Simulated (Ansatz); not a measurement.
`O=C[SiH2]Br` → `C=O` + `[SiH]Br` at 500 K and 1 bar (silylene formation by 1,1-elimination).

Calculated with Ansatz (gas phase, PBE0-D4/def2-TZVP geometries, no zero-point term in ΔE). CCSD(T)/CBS is the MP2 limit (def2-TZVPP, def2-QZVPP) plus CCSD(T) − MP2 in def2-TZVPP, frozen cores. This one scheme is used for every species. For Br outer-core shells are correlated without core-valence functions, which leaves a few kJ/mol of doubt a bond. Scalar relativity is left out up to krypton. Each species was taken in one conformer, which may not be the lowest.

```tsv
species	CCSD(T)/CBS energy (Eh)	H − E (kJ/mol)	S (J/(mol·K))
`O=C[SiH2]Br`	-2977.43874	131.7	385.5
`C=O`	-114.39408	87.9	238.5
`[SiH]Br`	-2862.97869	39.2	286.1
```

H − E and S are ideal-gas, rigid-rotor, harmonic terms from PBE0-D4/def2-TZVP, for one conformer and one mirror image of each species. 1 Eh = 2625.50 kJ/mol, R = 8.31446 J/(mol·K).

Problem. By hand: ΔE, ΔH, ΔS and ΔG.

Solution. ΔE = (-114.39408) + (-2862.97869) − (-2977.43874) = 0.06597 Eh = 173.2 kJ/mol. Δ(H − E) = 87.9 + 39.2 − 131.7 = -4.6, so ΔH = 168.6 kJ/mol. ΔS = 238.5 + 286.1 − 385.5 = 139.1 J/(mol·K). ΔG = 168.6 − 500 × (139.1)/1000 = 99.0 kJ/mol.

Problem. By hand: the equilibrium constant, and the temperature at which ΔG would vanish if ΔH and ΔS stayed fixed.

Solution. log₁₀ K = −ΔG/(RT ln 10) = -10.3. ΔG = 0 at ΔH/ΔS = 1212 K.

The number of gas molecules changes by +1, which sets the sign of ΔS. A doubt of 5 kJ/mol in ΔE shifts log₁₀ K by 0.5 here. Other conformers and mirror images would add mixing entropy, several J/(mol·K) or more a flexible species. Modes under 60 cm⁻¹, often nearly free rotors, make the harmonic entropy too high. These are equilibria of isolated gas molecules and say nothing of rates. Largest T1 diagnostic: 0.015 (customary marks: 0.02 for closed shells, 0.045 for open ones).
